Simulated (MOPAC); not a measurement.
Job for MOPAC: PM7 on F2Sn (SMILES [F][Sn][F]), a point of a bond scan (R = 2.922 Å).

```
PM7 1SCF PRECISE CHARGE=0 THREADS=1
F2Sn

Sn     0.02632264 1    -0.01583816 1     0.34295287 1
F      0.96868403 1     1.95562929 1    -1.59732330 1
F     -0.80080048 1    -1.21048367 1    -0.95472913 1
```

Program output:

```
*******************************************************************************
 **                                                                           **
 **                              MOPAC v23.2.5                                **
 **                                                                           **
 *******************************************************************************
 ** MOPAC's Digital Object Identifier: https://doi.org/10.5281/zenodo.6511958 **
 **                                                                           **
 ** Please cite the open-source release paper for use of this MOPAC version:  **
 ** J. E. Moussa and J. J. P. Stewart (2026)                                  **
 ** MOPAC: An open-source semiempirical molecular orbital program             **
 ** J. Open Source Softw., 11(119), 8025, https://doi.org/10.21105/joss.08025 **
 *******************************************************************************

                              PM7 CALCULATION RESULTS

 *******************************************************************************
 *  PM7        - The PM7 Hamiltonian to be used
 *
 *
 *
 *                 CHARGE ON SYSTEM = 0
 *
 *
 *
 *  PRECISE    - TIGHTER CRITERIA TO BE USED
 *  1SCF       - DO 1 SCF AND THEN STOP
 *  THREADS=1  - MULTI-THREADING NOT USED
 *  T=         - A TIME OF 172800.0 SECONDS REQUESTED
 *  DUMP=N     - RESTART FILE WRITTEN EVERY 7200.0 SECONDS REQUESTED
 *******************************************************************************
PM7 1SCF PRECISE CHARGE=0 THREADS=1
 F2Sn

   ATOM   CHEMICAL          X               Y               Z
  NUMBER   SYMBOL      (ANGSTROMS)     (ANGSTROMS)     (ANGSTROMS)

     1      Sn          0.02632264  *  -0.01583816  *   0.34295287  *
     2       F          0.96868403  *   1.95562929  *  -1.59732330  *
     3       F         -0.80080048  *  -1.21048367  *  -0.95472913  *



          CARTESIAN COORDINATES

    NO.       ATOM           X           Y           Z

     1        Sn          0.0263     -0.0158      0.3430
     2         F          0.9687      1.9556     -1.5973
     3         F         -0.8008     -1.2105     -0.9547

 General Reference for PM7:
 "Optimization of Parameters for Semiempirical Methods VI: More Modifications to the
 NDDO Approximations and Re-optimization of Parameters", J. J. P. Stewart, J. Mol. Mod., 1:32, 19 (2013)
 https://link.springer.com/article/10.1007/s00894-012-1667-x

           Empirical Formula: Sn F2  =     3 atoms



      MOLECULAR POINT GROUP   :   Cs


      RHF CALCULATION, NO. OF DOUBLY OCCUPIED LEVELS = 9


 -------------------------------------------------------------------------------
 PM7 1SCF PRECISE CHARGE=0 THREADS=1
 F2Sn



     1SCF WAS SPECIFIED, SO BFGS WAS NOT USED
     SCF FIELD WAS ACHIEVED


                              PM7 CALCULATION
                                                       MOPAC v23.2.5 Linux




          FINAL HEAT OF FORMATION =        -12.87571 KCAL/MOL =     -53.87199 KJ/MOL


          COSMO AREA              =        107.31 SQUARE ANGSTROMS
          COSMO VOLUME            =         93.64 CUBIC ANGSTROMS

          IONIZATION POTENTIAL    =          9.876369 EV
          HOMO LUMO ENERGIES (EV) =         -9.876 -2.083
          NO. OF FILLED LEVELS    =          9
          MOLECULAR WEIGHT        =        156.6868         POINT GROUP:  Cs

          MOLECULAR DIMENSIONS (Angstroms)

            Atom       Atom       Distance
            F     3    F     2     3.68351
            F     2   Sn     1     1.53642
           Sn     1    F     3     0.00000


          SCF CALCULATIONS        =          1





   ATOM   CHEMICAL          X               Y               Z
  NUMBER   SYMBOL      (ANGSTROMS)     (ANGSTROMS)     (ANGSTROMS)

     1      Sn          0.02632264  *  -0.01583816  *   0.34295287  *
     2       F          0.96868403  *   1.95562929  *  -1.59732330  *
     3       F         -0.80080048  *  -1.21048367  *  -0.95472913  *

                             CARTESIAN COORDINATES

   1   Sn        0.026322640    -0.015838160     0.342952870
   2    F        0.968684030     1.955629290    -1.597323300
   3    F       -0.800800480    -1.210483670    -0.954729130


           Empirical Formula: Sn F2  =     3 atoms



      MOLECULAR POINT GROUP   :   Cs


                  EIGENVALUES
 -39.55927 -33.31530 -16.03223 -15.95069 -15.75745 -12.75085 -11.20786 -11.20010
  -9.87637  -2.08277  -1.75412  -0.76934


              NET ATOMIC CHARGES AND DIPOLE CONTRIBUTIONS

  ATOM NO.   TYPE          CHARGE      No. of ELECS.   s-Pop       p-Pop
    1         Sn           1.137780        2.8622     1.67543     1.18679
    2          F          -0.707004        7.7070     1.99889     5.70811
    3          F          -0.430775        7.4308     1.96726     5.46352
 DIPOLE           X         Y         Z       TOTAL
 POINT-CHG.    -1.489    -4.223     9.274    10.298
 HYBRID        -0.611    -0.182    -4.878     4.920
 SUM           -2.099    -4.405     4.396     6.567


          ATOMIC ORBITAL ELECTRON POPULATIONS

     Atom    s        px        py        pz
    1 Sn   1.67543   0.12856   0.25692   0.80130
    2  F   1.99889   1.96737   1.86387   1.87688
    3  F   1.96726   1.88297   1.78932   1.79123

 **********************
 *                    *
 * JOB ENDED NORMALLY *
 *                    *
 **********************




 == MOPAC DONE ==
```

The run finished.

Cost: around 0.04 core-seconds (rough).
